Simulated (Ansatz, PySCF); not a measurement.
Breaking the C2–H6 bond in CH6Ge (SMILES [CH3][GeH3]) (multiplicity 1 held, fragments rigid). Energies count from the point at 1.090 Å.
Geometry at that point (charge 0, multiplicity 1):
```xyz
8

Ge    -0.388     0.046    -0.009
C      1.563    -0.187     0.034
H     -1.014    -0.866    -1.081
H     -0.746     1.508    -0.338
H     -1.001    -0.312     1.359
H      1.813    -1.221     0.268
H      2.003     0.459     0.793
H      1.994     0.067    -0.934
```

Restricted levels (R-, RO-) in cc, def2 and unpolarised 6-31G sets keep to the state of the molecule at rest. Active spaces are followed from a long bond inwards. Levels need not reach the same state.

Correlated levels freeze the cores. Filled d and f shells under p-block atoms count as core. Rows in LANL2DZ carry no dispersion term and start afresh at each structure. LANL2DZ brings its own core potentials from Na on.

Codes used: Ansatz (a first-principles code) with Gaussian orbitals; PySCF for LANL2DZ rows. 

Energies in kcal/mol.

| R (Å) | R-PBE/cc-pVTZ | R-BP86/LANL2DZ | R-r2SCAN/cc-pVTZ | R-B3LYP/cc-pVTZ | R-wB97X-V/cc-pVTZ | FIC-MRCISD+Q on CASSCF(2,2)/cc-pVTZ |
|---|---|---|---|---|---|---|
| 0.872 | 29.8 | 32.6 | 28.6 | 28.3 | 29.3 | 28.9 |
| 0.981 | 6.3 | 7.2 | 5.7 | 5.5 | 5.9 | 5.7 |
| 1.090 | 0.0 | 0.0 | 0.0 | 0.0 | 0.0 | 0.0 |
| 1.199 | 3.1 | 2.7 | 3.7 | 3.7 | 3.7 | 3.7 |
| 1.307 | 11.2 | 10.5 | 12.3 | 12.3 | 12.5 | 12.3 |
| 1.471 | 27.2 | 26.5 | 29.2 | 29.0 | 29.8 | 28.9 |
| 1.634 | 44.2 | 43.7 | 46.9 | 46.7 | 48.5 | 46.2 |
| 1.907 | 70.2 | 70.2 | 74.1 | 73.7 | 77.9 | 71.3 |
| 2.179 | 91.3 | 91.9 | 96.3 | 95.8 | 102.9 | 89.7 |
| 2.506 | 110.3 | 111.5 | 116.5 | 116.2 | 127.0 | 103.2 |
| 2.942 | 127.3 | 129.0 | 134.7 | 135.0 | 151.1 | 111.3 |
| 3.487 | 139.5 | 141.8 | 148.0 | 149.2 | 172.0 | 114.2 |

Doubts at one or more of the structures used: a restricted determinant that unrestricted orbitals would lower (R-PBE/cc-pVTZ, R-r2SCAN/cc-pVTZ, R-B3LYP/cc-pVTZ, R-wB97X-V/cc-pVTZ).
